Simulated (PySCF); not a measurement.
A structure optimised at PBE-D3(BJ)/def2-SVP, used in a PySCF frequency run:

```xyz
14

C      2.5551    -0.7458    -1.0067
Si     1.2618    -0.0913     0.1913
O      0.6937     1.4481    -0.3251
Si    -1.0201     1.4892    -0.2725
Si    -0.9928    -0.8668     0.0813
O     -1.8271    -1.6748     1.3099
H      2.1311    -0.8636    -2.0236
H      3.4152    -0.0473    -1.0639
H      2.9313    -1.7318    -0.6647
H      1.8610     0.0099     1.5738
H     -1.5137     2.3490     0.8654
H     -1.5550     2.0699    -1.5557
H     -1.2900    -1.6612    -1.1615
H     -1.7276    -1.2717     2.1905
```

Problem. Write its SMILES and formula.

Solution. C[Si@H]1O[SiH2][Si@@H]1O, CH8O2Si3

Problem. What are its rotational constants (standard atomic weights)?

Solution. 2.2551, 1.5096, 1.0170 GHz
